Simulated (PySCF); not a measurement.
Potential energy of KLi⁺ along the bond

Set-up: basis K aug-pcseg-1, Li aug-pcseg-1; no relativity; PySCF 2.14. Energies in eV from K⁺ + Li in their ground configurations at the same level. State: ²Σ⁺ (doublet), unpaired electrons σ ↑.

```tsv
R (Å)	ωB97X	B97-3
3.338	-0.3573	-0.3644
3.494	-0.4208	-0.4211
3.649	-0.4616	-0.4568
3.765	-0.4798	-0.4724
3.882	-0.4894	-0.4800
3.998	-0.4919	-0.4811
4.154	-0.4862	-0.4744
4.348	-0.4681	-0.4562
4.581	-0.4354	-0.4250
4.891	-0.3814	-0.3749
```

**Question.** Put a parabola through the three lowest points of the ωB97X curve and estimate Re, k and ωe (reduced mass 5.945 u; 1 eV/Å² = 0.16022 mdyn/Å; ωe = 1302.8·√(k/μ) cm⁻¹).

**Answer.** Through R = 3.882, 3.998, 4.154 Å the second-order coefficient is 0.214 eV/Å², so Re ≈ 3.990 Å, k ≈ 0.0684 mdyn/Å and ωe ≈ 140 cm⁻¹. A polynomial fit of higher order to the unrounded ωB97X energies gives Re = 3.985 Å, k = 0.0710 mdyn/Å, ωe = 142 cm⁻¹; anharmonicity and rounding make the difference.

The higher-order fit for each curve: ωB97X: Re = 3.985 Å, ωe = 142 cm⁻¹, De = 0.492 eV; B97-3: Re = 3.961 Å, ωe = 139 cm⁻¹, De = 0.481 eV.

For an ion De counts to the pair picked by the measured ionisation energies or electron affinities, which need not be the lowest pair at this level. The state is the lowest determinant that a PBE0 search found; another state may lie lower at other levels.
